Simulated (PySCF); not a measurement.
## Al(2+) (aluminium, charge +2): UHF calculation

Configuration: [Ne] 3s1, 2S determinant. Computed with PySCF 2.14 in ANO-RCC-VTZP (5s4p2d1f, 34 functions), with the spin-free X2C one-electron Hamiltonian (Gaussian nucleus).

```
Total energy                        : -241.464558 hartree
One-electron energy                 : -327.9901 hartree
Hartree (Coulomb) energy            : 104.2711 hartree
Exchange energy                     : -17.7456 hartree
⟨S²⟩                                : 0.7500
⟨L²⟩                                : 0.000
Sum of ⟨r⟩                          : 7.302 bohr
Sum of ⟨r²⟩                         : 9.346 bohr²
Langevin diamagnetic susceptibility : -7.40 ×10⁻⁶ cm³/mol
```

```json
{"shell": "1s α", "electrons": "1", "mean orbital energy (eV)": "-1616.2", "rms radius, mean of both spins (bohr)": "0.139"}
{"shell": "1s β", "electrons": "1", "mean orbital energy (eV)": "-1615.8", "rms radius, mean of both spins (bohr)": "0.139"}
{"shell": "2s α", "electrons": "1", "mean orbital energy (eV)": "-154.74", "rms radius, mean of both spins (bohr)": "0.675"}
{"shell": "2s β", "electrons": "1", "mean orbital energy (eV)": "-153.99", "rms radius, mean of both spins (bohr)": "0.675"}
{"shell": "2p α", "electrons": "3", "mean orbital energy (eV)": "-108.03", "rms radius, mean of both spins (bohr)": "0.672"}
{"shell": "2p β", "electrons": "3", "mean orbital energy (eV)": "-107.74", "rms radius, mean of both spins (bohr)": "0.672"}
{"shell": "3s α", "electrons": "1", "mean orbital energy (eV)": "-28.108", "rms radius, mean of both spins (bohr)": "2.39"}
```

Densities and radii are taken from the X2C orbitals without a picture-change correction, which distorts them close to the nucleus.
